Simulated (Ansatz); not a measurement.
# A family of molecules: the HOMO–LUMO gap

Gas-phase molecules, one atom swapped for its congeners: CH2I2 (diiodomethane) `ICI`; GeH2I2 `[I][GeH2][I]`; SnH2I2 `[I][SnH2][I]`. The Si member is missing. All are singlets with charge 0.

Shapes, held fixed at every level: PBE0-D4/def2-TZVP. Programs: Ansatz 0.2.0. Values in eV.

```json
{"level": "SPW92/def2-TZVPP", "CH2I2": "3.54", "GeH2I2": "3.78", "SnH2I2": "3.55"}
{"level": "PBE-D4/def2-TZVPP", "CH2I2": "3.55", "GeH2I2": "3.87", "SnH2I2": "3.65"}
{"level": "BHLYP-D4/def2-TZVPP", "CH2I2": "7.36", "GeH2I2": "7.56", "SnH2I2": "7.30"}
{"level": "r2SCAN0-D4/def2-TZVPP", "CH2I2": "5.76", "GeH2I2": "6.06", "SnH2I2": "5.82"}
{"level": "wB97X-V/def2-TZVPP", "CH2I2": "9.82", "GeH2I2": "9.96", "SnH2I2": "9.67"}
{"level": "wB97M-V/def2-TZVPP", "CH2I2": "9.56", "GeH2I2": "9.66", "SnH2I2": "9.39"}
```

At wB97M-V/def2-TZVPP the HOMO–LUMO gap isn't monotonic: it is largest for Ge and smallest for Sn (9.66 and 9.39 eV). 3 of 6 levels show this order throughout; 3 agree on the largest and the smallest. For atoms past krypton def2 sets carry core potentials with scalar relativity. Relativity is left out for Ge. Orbital gaps aren't excitation energies, and the LUMO depends on the basis.
